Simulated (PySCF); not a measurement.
Species: C3H5N3S.
Numbering: `[CH3:1][S:2][c:3]1[n:4][cH:5][n:6][nH:7]1` (hydrogens: H8, H9, H10 on C1; H11 on C5; H12 on N7)

Computed, not measured: TDDFT PBE0/def2-SVPD, vertical, gas phase, core orbitals frozen in the response (PySCF 2.14.0, density-fitted response routines). One conformer (not necessarily the lowest) at the GFN2-xTB geometry, without solvent, vibrations or thermal averaging. Torsions of this conformer, `[CH3:1][S:2][c:3]1[n:4][cH:5][n:6][nH:7]1`: C1–S2–C3–N4 0°.

Each state is given a Gaussian of 0.3 eV full width at half maximum, with ε(max) = 2.175×10⁸ f / Δν̃ (Δν̃ the width in cm⁻¹). The width is an assumption, not a result. The curve ends short of the highest state used, and states not computed would add to its high-energy end.

(E (eV), ε (L mol⁻¹ cm⁻¹)): (4.76, 0), (4.80, 0), (4.84, 0), (4.88, 1), (4.92, 1), (4.96, 2), (5.00, 4), (5.04, 6), (5.08, 9), (5.12, 11), (5.16, 13), (5.20, 14), (5.24, 14), (5.28, 13), (5.32, 11), (5.36, 11), (5.40, 20), (5.44, 51), (5.48, 138), (5.52, 353), (5.56, 822), (5.60, 1737), (5.65, 3855), (5.69, 6532), (5.73, 10035), (5.77, 13982), (5.81, 17679), (5.85, 20302), (5.89, 21202), (5.93, 20177), (5.97, 17553), (6.01, 14024), (6.05, 10358), (6.09, 7140), (6.13, 4652), (6.17, 2917), (6.21, 1811), (6.25, 1161), (6.29, 811), (6.33, 636), (6.37, 548), (6.41, 490), (6.45, 436), (6.49, 392)

(1) Where are the band maxima, and which computed states make them?

(2) Coming from long wavelengths, where does ε first pass 100 L mol⁻¹ cm⁻¹?

(3) On this curve, what absorbance would a 10⁻³ mol/L sample give at 248 nm over a 1 cm path?

Results:

(1) 238 nm (5.21 eV), ε about 14, made up of S1 (100%); 211 nm (5.89 eV), ε about 21000, made up of S2 (97%) (ε in L mol⁻¹ cm⁻¹; maxima over ε = 5, shares over 10%). The states used: S1 5.21 eV (f 0.0002); S2 5.88 eV (f 0.230); S3 6.07 eV (f 0.017); S4 6.39 eV (f 0.0048); S5 6.69 eV (f 0.0001); S6 6.85 eV (f 0.037); S7 7.05 eV (f 0.0068); S8 7.09 eV (f 0.0022).

(2) At about 227 nm (5.47 eV), 0.26 eV above S1.

(3) 248 nm is 4.999 eV, where ε is about 3.8 L mol⁻¹ cm⁻¹, so A = ε c l ≈ 0.0038 (Beer–Lambert, with the gas-phase spectrum and the assumed width).
